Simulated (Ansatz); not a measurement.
`B[SiH2]OC` + HBr → `B[SiH2]Br` + CH₃OH at 600 K and 1 bar (ligand exchange at the Si–O bond).

Isolated molecules relaxed with PBE0-D4/def2-TZVP in Ansatz; ΔE leaves out vibrations. CBS: MP2 limit from def2 TZ/QZ plus the TZ coupled-cluster correction, frozen cores. This one scheme is used for every species. For Br outer-core shells are correlated without core-valence functions, which leaves a few kJ/mol of doubt a bond. Scalar relativity is left out up to krypton. One conformer a species, not always the lowest.

```csv
species,CCSD(T)/CBS energy (Eh),H − E (kJ/mol),S (J/(mol·K))
`B[SiH2]OC`,-431.29232,268.2,429.9
HBr,-2573.91920,33.5,219.1
`B[SiH2]Br`,-2889.59767,145.0,386.1
CH₃OH,-115.61712,163.6,277.3
```

H − E and S are ideal-gas, rigid-rotor, harmonic terms from PBE0-D4/def2-TZVP, for one conformer and one mirror image of each species. 1 Eh = 2625.50 kJ/mol, R = 8.31446 J/(mol·K).

Question: By hand: ΔE, ΔH, ΔS and ΔG.

Answer: ΔE = (-2889.59767) + (-115.61712) − (-431.29232) − (-2573.91920) = -0.00327 Eh = -8.6 kJ/mol. Δ(H − E) = 145.0 + 163.6 − 268.2 − 33.5 = 6.9, so ΔH = -1.7 kJ/mol. ΔS = 386.1 + 277.3 − 429.9 − 219.1 = 14.4 J/(mol·K). ΔG = -1.7 − 600 × (14.4)/1000 = -10.3 kJ/mol.

Question: By hand: the equilibrium constant, and the temperature at which ΔG would vanish if ΔH and ΔS stayed fixed.

Answer: log₁₀ K = −ΔG/(RT ln 10) = 0.9. ΔH and −TΔS have one sign here, so there is no such temperature. One of them is within its doubt of zero, so this could turn.

TΔS isn't small against ΔH here. A doubt of 5 kJ/mol in ΔE shifts log₁₀ K by 0.4 here. Other conformers and mirror images would add mixing entropy, several J/(mol·K) or more a flexible species. These are equilibria of isolated gas molecules and say nothing of rates. Largest T1 diagnostic: 0.011 (customary marks: 0.02 for closed shells, 0.045 for open ones).
